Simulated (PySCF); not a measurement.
Molfile (atoms numbered from 1):
```
C4H7F3OSi2
     RDKit          3D

 17 16  0  0  0  0  0  0  0  0999 V2000
    2.0664    2.0064    0.0069 O   0  0  0  0  0  0  0  0  0  0  0  0
    2.4585    0.8985   -0.2673 C   0  0  0  0  0  0  0  0  0  0  0  0
    1.3144   -0.6377   -0.1979 Si  0  0  0  0  0  4  0  0  0  0  0  0
   -0.3433    0.1823    0.1682 C   0  0  0  0  0  0  0  0  0  0  0  0
   -0.4354    2.0154    0.7278 Si  0  0  0  0  0  4  0  0  0  0  0  0
   -1.4778   -0.4951    0.0318 C   0  0  0  0  0  0  0  0  0  0  0  0
   -1.5300   -1.9156   -0.4281 C   0  0  0  0  0  0  0  0  0  0  0  0
   -2.7233   -2.4854   -0.2159 F   0  0  0  0  0  0  0  0  0  0  0  0
   -1.2829   -2.0450   -1.7498 F   0  0  0  0  0  0  0  0  0  0  0  0
   -0.6208   -2.7058    0.1824 F   0  0  0  0  0  0  0  0  0  0  0  0
    3.5182    0.7686   -0.5597 H   0  0  0  0  0  0  0  0  0  0  0  0
    1.4235   -1.2992   -1.4967 H   0  0  0  0  0  0  0  0  0  0  0  0
    1.7954   -1.4641    0.9091 H   0  0  0  0  0  0  0  0  0  0  0  0
   -0.2717    2.8949   -0.4214 H   0  0  0  0  0  0  0  0  0  0  0  0
   -1.8377    2.1492    1.1689 H   0  0  0  0  0  0  0  0  0  0  0  0
    0.3935    2.2170    1.9088 H   0  0  0  0  0  0  0  0  0  0  0  0
   -2.4540   -0.0723    0.2231 H   0  0  0  0  0  0  0  0  0  0  0  0
  1  2  2  0
  2  3  1  0
  3  4  1  0
  4  5  1  0
  4  6  2  0
  6  7  1  0
  7  8  1  0
  7  9  1  0
  7 10  1  0
  2 11  1  0
  3 12  1  0
  3 13  1  0
  5 14  1  0
  5 15  1  0
  5 16  1  0
  6 17  1  0
M  END
```

PySCF 2.14 calculation with σ from GIAO-PBE0/pcSseg-1 and structure optimised with GFN2-xTB; a single conformation, one averaged value for each set of equivalent atoms, gas phase, non-relativistic.

Q: Predict the 2D correlation tables (HSQC, COSY, HMBC).

A: 

HSQC (one-bond C–H):
| δH | δC |
| --- | --- |
| 12.16 (H11) | 252.3 (C2) |
| 7.31 (H17) | 157.4 (C6) |

COSY cross peaks (H two or three bonds apart, from the bond graph; peaks can be absent where the dihedral angle is near 90°):
| δH | δH |
| --- | --- |
| 12.16 (H11) | 4.89 (H12/H13) |

HMBC (two and three bonds, from the bond graph):
| δH | δC |
| --- | --- |
| 12.16 (H11) | 152.9 (C4) |
| 7.31 (H17) | 152.9 (C4), 131.1 (C7) |
| 4.89 (H12/H13) | 252.3 (C2), 157.4 (C6), 152.9 (C4) |
| 4.65 (H14/H15/H16) | 157.4 (C6), 152.9 (C4) |

δ = σ(ref) − σ, references computed at the same level: TMS for $^{1}$H (31.72 ppm) and $^{13}$C (186.93 ppm).

Short H···H contacts in this conformer between protons four or more bonds apart (candidates for NOE cross peaks, intensity ∝ r⁻⁶): H15···H17 2.49 Å.

Shifts are as computed. Against solution values, carbons near 30 ppm lie about +3 ppm off and those near 130 ppm about +5 ppm. Of 1211 compounds with measured shifts, 218 miss one by over three times the rms of a fit or turn the order of signals round; such compounds aren't used in these exercises.
